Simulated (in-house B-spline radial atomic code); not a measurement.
Results of a calculation; reference values are marked as such.
Cs in an electron gas of r_s = 1.8: phase shifts, screening and friction

A nucleus sits in a uniform electron gas with a rigid positive background. The Kohn-Sham equations are solved self-consistently in the spin-unpolarised LDA (PW92), non-relativistic, on B-splines with outgoing waves at the boundary and partial waves to l = 8. The model has no lattice, no bands and no magnetic solution. Atomic units; δ_l are the phase shifts at the Fermi level, counted so that each bound state adds π, and good to about 0.0005. Heavy atoms are models without relativity.

The density parameter is r_s = 1.8 bohr.

| l | δ_l (rad) |
| --- | --- |
| 0 | 13.5892 |
| 1 | 11.1476 |
| 2 | 7.3312 |
| 3 | 0.3352 |
| 4 | 0.0295 |
| 5 | 0.0064 |
| 6 | 0.0015 |
| 7 | 0.0004 |
| 8 | 0.0002 |

Bound levels below the band bottom (hartree): s -6.892, p -5.207, d -2.293, s -0.4406, p -0.07104 and deeper ones.

Task: Check the Friedel sum rule, and say where the screening charge sits.

Result: k_F = (9π/4)^(1/3)/r_s = 1.06620. The rule is Z = (2/π) Σ (2l + 1) δ_l. The terms are s 8.651, p 21.290, d 23.336, f 1.494 and 0.232 beyond, in all 55.003 against Z = 55. Bound states hold 10 s, 24 p, 20 d electrons, so the scattering states carry 1.00 in all; where a term is smaller than its bound count, the bound level has drawn weight out of the band.

Task: Find the transport cross section and the electronic stopping of a 1 keV Cs ion (mass 132.91 u).

Result: σ_tr = (4π/k_F²) Σ (l + 1) sin²(δ_l − δ_(l+1)). The terms for l = 0 to 3 are 0.4150, 0.7806, 1.2830, 0.3623, all together 2.8438, so σ_tr = 11.054 × 2.8438 = 31.436 bohr². With n = 3/(4π r_s³) = 0.04093, the friction coefficient is Q = n k_F σ_tr = 1.3720. For v well below v_F = 1.066, dE/dx = Q v; with 24801 eV per u at v = 1, v = √(1000/(24801 × 132.91)) = 0.0174, so dE/dx = 0.02390 hartree/bohr = 12.3 eV/nm. The largest term couples the d and f waves.
